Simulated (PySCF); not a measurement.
Diagnose this run.

A core-ionisation job on C4H4NOP, SMILES `O=Cc1[nH]ccp1`. The calculation used delta-SCF UKS SCAN, pcX-2 on the ionised atom, pcseg-1 elsewhere, spin-free X2C in PySCF.

Driver input (Å, GFN2-xTB geometry):

```
{"job": {"kind": "xps"}, "charge": 0, "multiplicity": 1}
O      2.6107    -1.0359    -0.2459
C      2.0957     0.0616    -0.1676
C      0.6816     0.2794    -0.0472
N     -0.1567    -0.7988    -0.0163
C     -1.4521    -0.4804     0.0974
C     -1.6683     0.8722     0.1599
P     -0.1800     1.7899     0.0721
H      2.6955     0.9894    -0.1840
H      0.2221    -1.7342    -0.0779
H     -2.1991    -1.2542     0.1310
H     -2.6439     1.3137     0.2525
```

Output:

```
ground state, core basis on atom 0 (O), 153 functions
  cycle   1  E = -626.73966117  |g| = 8.71e-01
  cycle   2  E = -625.70925891  |g| = 2.26e+00
  cycle   3  E = -626.86413935  |g| = 3.04e-01
  cycle   4  E = -626.87660963  |g| = 2.20e-01
  cycle   5  E = -626.88820000  |g| = 9.72e-02
  cycle   6  E = -626.89070159  |g| = 3.06e-02
  cycle   7  E = -626.89094170  |g| = 1.13e-02
  cycle   8  E = -626.89098114  |g| = 3.65e-03
  cycle   9  E = -626.89098332  |g| = 1.43e-03
  cycle  10  E = -626.89098331  |g| = 6.13e-04
  cycle  11  E = -626.89098342  |g| = 3.60e-04
  E(ground) = -626.92633765 Eh
hole in O 1s of atom 0
  cycle   1  E = -606.29402650  |g| = 2.22e+00
  cycle   2  E = -605.39894222  |g| = 2.36e+00
  cycle   3  E = -606.85014709  |g| = 7.07e-01
  cycle   4  E = -606.71468639  |g| = 8.16e-01
  cycle   5  E = -607.12665252  |g| = 1.90e-01
  ... (6 cycles left out)
  cycle  12  E = -607.15344878  |g| = 2.06e-03
  cycle  13  E = -607.15348970  |g| = 1.59e-03
  cycle  14  E = -607.15351151  |g| = 1.03e-03
  cycle  15  E = -607.15351879  |g| = 5.72e-04
  cycle  16  E = -607.15352047  |g| = 4.05e-04
  E(ion) = -607.19004998 Eh   <S^2> = 0.7937   hole on atom = 1.000   binding energy = 537.052 eV
ground state, core basis on atom 1 (C), 153 functions
  cycle   1  E = -626.86629207  |g| = 8.63e-02
  cycle   2  E = -626.86083559  |g| = 1.76e-01
  cycle   3  E = -626.86695910  |g| = 2.97e-02
  cycle   4  E = -626.86710754  |g| = 1.20e-02
  cycle   5  E = -626.86715352  |g| = 2.99e-03
  cycle   6  E = -626.86715446  |g| = 5.44e-04
  cycle   7  E = -626.86715589  |g| = 2.63e-04
  E(ground) = -626.90497538 Eh
hole in C 1s of atom 1
  cycle   1  E = -615.53204811  |g| = 1.50e+00
  cycle   2  E = -613.16234126  |g| = 2.41e+00
  cycle   3  E = -615.35527386  |g| = 1.05e+00
  cycle   4  E = -615.83166241  |g| = 7.26e-01
  cycle   5  E = -616.00182723  |g| = 4.51e-01
  ... (9 cycles left out)
  cycle  15  E = -616.10602852  |g| = 9.80e-04
  cycle  16  E = -616.10602882  |g| = 8.81e-04
  cycle  17  E = -616.10603107  |g| = 6.90e-04
  cycle  18  E = -616.10603079  |g| = 6.36e-04
  cycle  19  E = -616.10603062  |g| = 1.56e-04
  E(ion) = -616.14282033 Eh   <S^2> = 0.8609   hole on atom = 1.000   binding energy = 292.853 eV
ground state, core basis on atom 2 (C), 153 functions
  cycle   1  E = -626.86476261  |g| = 6.04e-02
  cycle   2  E = -626.86464069  |g| = 3.33e-02
  cycle   3  E = -626.86448158  |g| = 4.21e-02
  cycle   4  E = -626.86484101  |g| = 1.38e-02
  cycle   5  E = -626.86488814  |g| = 1.86e-03
  cycle   6  E = -626.86489034  |g| = 5.44e-04
  cycle   7  E = -626.86489073  |g| = 2.42e-04
... (2 lines left out)
  cycle   1  E = -615.56698235  |g| = 1.53e+00
  cycle   2  E = -613.78482687  |g| = 2.50e+00
  cycle   3  E = -615.93009888  |g| = 7.17e-01
  cycle   4  E = -615.98427843  |g| = 6.45e-01
  cycle   5  E = -616.14930217  |g| = 1.72e-01
  ... (6 cycles left out)
  cycle  12  E = -616.16488288  |g| = 1.09e-03
  cycle  13  E = -616.16488701  |g| = 8.15e-04
  cycle  14  E = -616.16489090  |g| = 5.80e-04
  cycle  15  E = -616.16489318  |g| = 6.21e-04
  cycle  16  E = -616.16489305  |g| = 3.55e-04
  E(ion) = -616.20241138 Eh   <S^2> = 0.7838   hole on atom = 1.000   binding energy = 291.186 eV
ground state, core basis on atom 3 (N), 153 functions
  cycle   1  E = -626.87645541  |g| = 7.40e-02
  cycle   2  E = -626.87624512  |g| = 3.42e-02
  cycle   3  E = -626.87568963  |g| = 5.98e-02
  cycle   4  E = -626.87651971  |g| = 9.65e-03
  cycle   5  E = -626.87654246  |g| = 1.06e-03
  cycle   6  E = -626.87654131  |g| = 5.98e-04
  cycle   7  E = -626.87653994  |g| = 1.89e-04
  E(ground) = -626.91243361 Eh
hole in N 1s of atom 3
  cycle   1  E = -611.20577336  |g| = 1.88e+00
  cycle   2  E = -609.01433365  |g| = 2.80e+00
  cycle   3  E = -611.51798214  |g| = 8.65e-01
  cycle   4  E = -611.62942391  |g| = 7.87e-01
  cycle   5  E = -611.89823578  |g| = 2.25e-01
  ... (2 cycles left out)
  cycle   8  E = -611.92333159  |g| = 2.72e-02
  cycle   9  E = -611.92378633  |g| = 6.84e-03
  cycle  10  E = -611.92380931  |g| = 2.50e-03
  cycle  11  E = -611.92381182  |g| = 1.14e-03
  cycle  12  E = -611.92381251  |g| = 4.99e-04
  E(ion) = -611.95812027 Eh   <S^2> = 0.7667   hole on atom = 1.000   binding energy = 406.928 eV
ground state, core basis on atom 4 (C), 153 functions
  cycle   1  E = -626.86535557  |g| = 5.75e-02
  cycle   2  E = -626.86525227  |g| = 2.58e-02
  cycle   3  E = -626.86502330  |g| = 3.98e-02
  cycle   4  E = -626.86540524  |g| = 7.99e-03
  cycle   5  E = -626.86541895  |g| = 1.13e-03
  cycle   6  E = -626.86542015  |g| = 4.35e-04
  E(ground) = -626.90362320 Eh
hole in C 1s of atom 4
  cycle   1  E = -615.55594144  |g| = 1.52e+00
  cycle   2  E = -611.98493996  |g| = 2.74e+00
  cycle   3  E = -615.19983701  |g| = 1.28e+00
  cycle   4  E = -616.11259779  |g| = 2.76e-01
  cycle   5  E = -616.12718034  |g| = 1.94e-01
  ... (6 cycles left out)
  cycle  12  E = -616.14590598  |g| = 2.00e-03
  cycle  13  E = -616.14591516  |g| = 1.30e-03
  cycle  14  E = -616.14592007  |g| = 6.93e-04
  cycle  15  E = -616.14592079  |g| = 5.07e-04
  cycle  16  E = -616.14592083  |g| = 2.72e-04
  E(ion) = -616.18253109 Eh   <S^2> = 0.7945   hole on atom = 1.000   binding energy = 291.736 eV
ground state, core basis on atom 5 (C), 153 functions
  cycle   1  E = -626.86403421  |g| = 6.14e-02
  cycle   2  E = -626.86361015  |g| = 4.86e-02
  cycle   3  E = -626.86385024  |g| = 3.71e-02
  cycle   4  E = -626.86417523  |g| = 1.26e-02
  cycle   5  E = -626.86422269  |g| = 2.05e-03
  cycle   6  E = -626.86422211  |g| = 6.90e-04
  cycle   7  E = -626.86422466  |g| = 2.38e-04
  E(ground) = -626.90230727 Eh
hole in C 1s of atom 5
  cycle   1  E = -615.59976850  |g| = 1.52e+00
  cycle   2  E = -612.54817325  |g| = 2.50e+00
  cycle   3  E = -615.00588669  |g| = 1.37e+00
  cycle   4  E = -616.15664931  |g| = 2.74e-01
  cycle   5  E = -616.16007394  |g| = 2.32e-01
  ... (5 cycles left out)
  cycle  11  E = -616.19565287  |g| = 2.80e-03
  cycle  12  E = -616.19566166  |g| = 1.42e-03
  cycle  13  E = -616.19566497  |g| = 9.23e-04
  cycle  14  E = -616.19566627  |g| = 5.43e-04
  cycle  15  E = -616.19566740  |g| = 2.28e-04
  E(ion) = -616.23352911 Eh   <S^2> = 0.7838   hole on atom = 1.000   binding energy = 290.312 eV
ground state, core basis on atom 6 (P), 164 functions
  cycle   1  E = -626.97812102  |g| = 3.40e-01
  cycle   2  E = -626.97646370  |g| = 8.14e-02
  cycle   3  E = -626.96908003  |g| = 1.74e-01
  cycle   4  E = -626.97849866  |g| = 2.48e-02
  cycle   5  E = -626.97864762  |g| = 7.84e-03
  cycle   6  E = -626.97866449  |g| = 2.76e-03
  cycle   7  E = -626.97866499  |g| = 5.37e-04
  cycle   8  E = -626.97866613  |g| = 3.62e-04
  E(ground) = -626.98624105 Eh
hole in P 1s of atom 6
  cycle   1  E = -546.81619435  |g| = 4.72e+00
  cycle   2  E = -544.13670697  |g| = 2.94e+00
  cycle   3  E = -538.49068829  |g| = 3.65e+00
  cycle   4  E = -547.43338945  |g| = 1.04e+00
  cycle   5  E = -547.45800949  |g| = 1.01e+00
  ... (3 cycles left out)
  cycle   9  E = -547.97684710  |g| = 2.42e-02
  cycle  10  E = -547.97715172  |g| = 4.12e-03
  cycle  11  E = -547.97716036  |g| = 1.17e-03
  cycle  12  E = -547.97716004  |g| = 7.18e-04
  cycle  13  E = -547.97716101  |g| = 3.34e-04
  E(ion) = -547.98518695 Eh   <S^2> = 0.7526   hole on atom = 1.000   binding energy = 2149.728 eV
hole in P 2p of atom 6
  cycle   1  E = -621.55533586  |g| = 1.39e+00
  cycle   2  E = -618.67279993  |g| = 2.26e+00
  cycle   3  E = -620.73192359  |g| = 1.43e+00
  cycle   4  E = -621.89814985  |g| = 3.22e-01
  cycle   5  E = -621.84620529  |g| = 4.15e-01
  ... (3 cycles left out)
  cycle   9  E = -621.95463024  |g| = 8.20e-03
  cycle  10  E = -621.95466959  |g| = 2.18e-03
  cycle  11  E = -621.95467293  |g| = 1.21e-03
  cycle  12  E = -621.95467415  |g| = 6.48e-04
  cycle  13  E = -621.95467517  |g| = 3.31e-04
  E(ion) = -621.97331698 Eh   <S^2> = 0.7543   hole on atom = 1.002   binding energy = 136.409 eV
  2p3/2 = 136.182 eV   2p1/2 = 137.073 eV
```

The program numbers atoms from 0. E(ground) and E(ion) are re-evaluated on a finer grid than the cycles, so they differ from the last cycles; that is no fault. The 2p3/2 and 2p1/2 values come from a spin–orbit splitting computed afterwards; their 2:1 mean is the average over the three 2p orbitals and can differ from the one hole solved.

Q: Do all binding energies of this run deserve the same trust?

A: No. Every hole passed the driver's convergence checks (|g| < 5e-4, core orbital emptied to over 0.9), but ⟨S²⟩ is 0.861 for C1s on atom 1, against 0.75 for a pure doublet, so the unrestricted ion state holds higher spin components.

Q: How can it be mended?

A: Recompute such holes with a restricted open-shell or spin-projected scheme and compare; until then these binding energies are doubtful.
